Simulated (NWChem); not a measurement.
Species: C₂H₆In, doublet; SMILES [In]([CH3])[CH3]

No frequency run checked for a minimum. The spin multiplicity was typed, not searched, and may not be the lowest. def2 effective core potentials on In; no spin-orbit coupling.

Give the equilibrium geometry at PBE0/def2-SVP with def2 effective core potentials on In, spin-unrestricted (NWChem) as a Z-matrix, with the point group.

point group Cs; any orientation.
```
In
C 1 2.2128
H 2 1.0980 1 112.04
H 2 1.1018 3 109.44 1 -120.62
H 2 1.1019 3 109.40 4 -118.86
C 1 2.2128 2 117.65 3 -179.13
H 6 1.0980 1 112.04 2 179.20
H 6 1.1019 7 109.44 1 120.62
H 6 1.1019 7 109.40 8 118.86
```
